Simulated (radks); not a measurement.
Task: The table gives one normalised radial function P(r) = r R(r) of Pm- in [Xe] 4f6 6s2 (r in bohr). All-electron calculation, scalar-relativistic Kohn-Sham, LDA (Slater exchange, VWN5 correlation), spin-polarised, spherical densities, finite nucleus; open shells are filled with parallel spins first (spin-orbit coupling, left out, can overturn this in heavy ions); Fermi nuclear charge, rms radius 4.962 fm; hard spherical wall at 12 bohr. Program: a radial shooting solver on a logarithmic mesh with Libxc functionals.

r	P
0.001119	0.0010
0.001766	0.0021
0.002786	0.0046
0.004396	0.0100
0.006936	0.0214
0.01094	0.0443
0.01726	0.0856
0.02724	0.1467
0.04298	0.2017
0.06781	0.1694
0.1078	-0.0437
0.1701	-0.2866
0.2684	-0.1116
0.4235	0.3923
0.6683	0.2063
1.054	-0.6197
1.663	-0.8468
2.625	-0.4144
4.141	-0.0832
6.533	-0.0055
10.31	-0.0001

Which n and l does it have? It may be an empty orbital.

Result: n = 5, l = 1: the number of nodes gives n - l - 1 = 3, the rise at small r (about r^(l+1), flatter next to the nucleus through relativity) gives l, and the extent must fit the shell. The curve is that of 5p up; the table hardly tells the two spins apart. 5p up: eigenvalue -16.441 eV, 3 radial nodes at r = 0.100, 0.297, 0.754 bohr, <r> = 1.72 bohr, 90 % of the charge inside 2.54 bohr.
